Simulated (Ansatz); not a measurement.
C2H6GeOS (`[OH][GeH]1[CH2]S[CH2]1`). The species carries charge 0 and has multiplicity 1. The structure was optimised at the PBE0-D4/def2-TZVP level. It is one conformer, not always the lowest.

```xyz
11

O    -0.980   -2.003   -0.341
Ge   -0.730   -0.242   -0.367
C    -0.224    0.624    1.328
S     1.184    1.444    0.500
C     1.016    0.414   -0.999
H    -0.261   -2.476    0.084
H    -1.975    0.303   -1.080
H     0.101   -0.061    2.112
H    -0.936    1.338    1.741
H     1.794   -0.348   -1.065
H     1.011    1.008   -1.913
```

Q: What is the dipole moment at ωB97M-V/def2-TZVPP? (Estimate.)

A: Ansatz gave: 0.64 D, with components (0.19, -0.60, 0.15) D in this frame, pointing from negative to positive charge.

Q: And with PBE, r2SCAN, B3LYP? (An estimate is asked.)

A: Computed: PBE 0.72 D, r2SCAN 0.74 D, B3LYP 0.66 D.

Q: Give the Mulliken charges with ωB97M-V, PBE, B3LYP in def2-TZVPP. (Best estimate.)

A: Ansatz gave: 
```json
{"atom": "O1", "ωB97M-V": "-0.41", "PBE": "-0.38", "B3LYP": "-0.42"}
{"atom": "Ge2", "ωB97M-V": "0.46", "PBE": "0.41", "B3LYP": "0.49"}
{"atom": "C3", "ωB97M-V": "-0.37", "PBE": "-0.26", "B3LYP": "-0.31"}
{"atom": "S4", "ωB97M-V": "-0.06", "PBE": "-0.13", "B3LYP": "-0.11"}
{"atom": "C5", "ωB97M-V": "-0.37", "PBE": "-0.26", "B3LYP": "-0.31"}
{"atom": "H6", "ωB97M-V": "0.16", "PBE": "0.17", "B3LYP": "0.17"}
{"atom": "H7", "ωB97M-V": "0.03", "PBE": "-0.01", "B3LYP": "0.00"}
{"atom": "H8", "ωB97M-V": "0.14", "PBE": "0.11", "B3LYP": "0.11"}
{"atom": "H9", "ωB97M-V": "0.15", "PBE": "0.12", "B3LYP": "0.13"}
{"atom": "H10", "ωB97M-V": "0.14", "PBE": "0.11", "B3LYP": "0.11"}
{"atom": "H11", "ωB97M-V": "0.15", "PBE": "0.12", "B3LYP": "0.13"}
```

B3LYP here is the variant with VWN-RPA as its local correlation; programs differ in this.
